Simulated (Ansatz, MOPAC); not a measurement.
Species: CH4NO, charge 1, multiplicity 1. SMILES: NC=[OH+]
Geometry: optimised at B3LYP-D3(BJ)/def2-TZVP (Ansatz, a first-principles code).

Property: vertical ionisation energy to the doublet, in eV. Set-up: six Cartesian d functions in 6-31G* and its kin unless marked 5d; spin-orbit terms left out; non-relativistic; 6-311+G** with 5d; PM7 with its own dispersion and hydrogen-bond terms; no dispersion term unless named; frozen cores in correlated levels; each state is the SCF solution reached for its charge and spin; open shells spin-unrestricted. First-principles rows: single points at B3LYP-D3(BJ) geometries (Ansatz). Semi-empirical rows: differences of heats of formation at the shared geometry for vertical values. A UHF reference is markedly spin-contaminated in at least one set, which strains HF and MP2.

```json
[
 {"level": "PM3", "program": "MOPAC", "vertical ionisation energy to the doublet (eV)": "17.29"},
 {"level": "PM7", "program": "MOPAC", "vertical ionisation energy to the doublet (eV)": "17.66"},
 {"level": "MNDO", "program": "MOPAC", "vertical ionisation energy to the doublet (eV)": "18.02"},
 {"level": "PBE/6-31G*", "program": "Ansatz", "vertical ionisation energy to the doublet (eV)": "18.68"},
 {"level": "PBE/6-311+G**", "program": "Ansatz", "vertical ionisation energy to the doublet (eV)": "18.77"},
 {"level": "B3LYP/3-21G", "program": "Ansatz", "vertical ionisation energy to the doublet (eV)": "18.82"},
 {"level": "B3LYP/6-31G*", "program": "Ansatz", "vertical ionisation energy to the doublet (eV)": "18.77"},
 {"level": "MP2/6-31G*", "program": "Ansatz", "vertical ionisation energy to the doublet (eV)": "18.95"},
 {"level": "MP2/6-311+G**", "program": "Ansatz", "vertical ionisation energy to the doublet (eV)": "19.12"},
 {"level": "B3LYP/def2-TZVPD", "program": "Ansatz", "vertical ionisation energy to the doublet (eV)": "18.82"},
 {"level": "wB97X-V/def2-TZVPD", "program": "Ansatz", "vertical ionisation energy to the doublet (eV)": "18.85"}
]
```

No value to compare with is used here. The 9 habitual levels span 17.29 (PM3) to 19.12 eV (MP2/6-311+G**); wB97X-V/def2-TZVPD gives 18.85.

The levels are drawn from those run, B3LYP/6-31G* more often than the rest, none by its result; left out are runs that failed, that the program found above a lower state of the same kind, or whose <S^2> lies over 0.5 above the pure value.
